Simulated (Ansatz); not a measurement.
Cost and result up the ladder for Li₃Si₆ (9 atoms). Total charge 0; doublet. Geometry: PBE0-D4/def2-SVP.

```xyz
9

Li    2.681   -0.470   -1.502
Li   -0.625   -2.949    0.191
Li    2.100    0.316    1.445
Si   -1.725   -0.856    0.668
Si    1.107    1.400   -1.020
Si   -0.184    1.146    1.084
Si    0.428   -0.869   -0.501
Si   -2.541    1.370    0.802
Si   -1.241    0.913   -1.167
```

Ansatz on 4 threads of AMD EPYC 9R45 on a shared host. Times are rough, and most runs start from the orbitals of an earlier one. r2SCAN0-D4/def2-TZVP serves as the yardstick here, not as an exact answer. Differences are given only for rows in sets of like size (and for xTB, whose basis is part of the method), since another set adds its own error. Binding counts from free atoms at the same level (Li doublet, Si triplet; other spins of the atoms weren't run), without zero-point energy or a counterpoise term.

Correlated methods freeze 30 core orbitals; core or outer-core shells of Li are correlated, in sets that lack core-valence functions. The rows differ in basis, and correlated rows in double-zeta sets carry the largest basis error. Another isomer (doublet) lies 0.39 eV lower at PBE0-D4/def2-TZVP; other spin states weren't run for this one.

Correlated methods converge slowly with the basis, most of all in double-zeta sets.

| level | functions | binding energy per atom (eV) | difference from r2SCAN0-D4/def2-TZVP (eV) |
| --- | --- | --- | --- |
| r2SCAN0-D4/def2-TZVP | 264 | 2.86 | 0.00 |
| PBE0-D4/def2-TZVP | 264 | 2.91 | 0.05 |
| BLYP-D4/def2-TZVP | 264 | 2.72 | -0.14 |
| CCSD(T)/def2-SVP | 135 | 2.46 | – |
| HF/STO-3G | 69 | 2.65 | – |
| PBE-D4/def2-SVP | 135 | 2.99 | – |
| PBE-D4/def2-TZVP (with forces) | 264 | 2.99 | 0.14 |
| MP2/def2-TZVP | 264 | 2.87 | 0.02 |
| r2SCAN-D4/def2-TZVP | 264 | 2.93 | 0.08 |
| r2SCANh-D4/def2-TZVP | 264 | 2.90 | 0.05 |
| PBE0-D4/def2-SVP | 135 | 2.89 | – |

Problem. Estimate how long each takes.

Solution. HF/STO-3G 0.35 s; PBE-D4/def2-SVP 1.8 s; PBE0-D4/def2-SVP 3.1 s; BLYP-D4/def2-TZVP 3.3 s; PBE-D4/def2-TZVP (with forces) 3.6 s; MP2/def2-TZVP 6.5 s; r2SCAN-D4/def2-TZVP 8 s; PBE0-D4/def2-TZVP 9 s; r2SCANh-D4/def2-TZVP 13 s; r2SCAN0-D4/def2-TZVP 14 s; CCSD(T)/def2-SVP 15 s. On shared hardware such times vary by a factor of up to 3.
